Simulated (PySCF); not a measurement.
Electron correlation in Cl⁺ (chlorine, charge +1)

[Ne] 3s2 3p4, high-spin 3P determinant. All numbers are calculated (PySCF 2.14, the spin-free X2C one-electron Hamiltonian (Gaussian nucleus), in x2c-TZVPall (5s5p2d1f, 37 functions)). Frozen: [Ne]; 6 electrons correlated.

MP2 pair energies summed by pair of shells (mhartree):

| pair | energy | share (%) |
| --- | --- | --- |
| 3p-3p | -56.74 | 47.0 |
| 3s-3p | -54.92 | 45.5 |
| 3s-3s | -9.10 | 7.5 |

Total MP2 correlation energy: -120.76 mhartree.

Same-spin part -28.05 and opposite-spin part -92.71 mhartree; SCS-MP2 scales them by 1/3 and 6/5 to -120.60 mhartree.

| level | correlation energy (mhartree) |
| --- | --- |
| CCSD | -146.27 |
| (T) | -4.30 |
| CCSD(T) | -150.57 |

Diagnostics: T1 = 0.0086, D1 = 0.0278, largest double amplitude 0.059.

Cost of the coupled-cluster step: 0.33 s of wall time on 1 thread of Intel(R) Xeon(R) Platinum 8375C CPU @ 2.90GHz (shared host), for 6 correlated electrons.
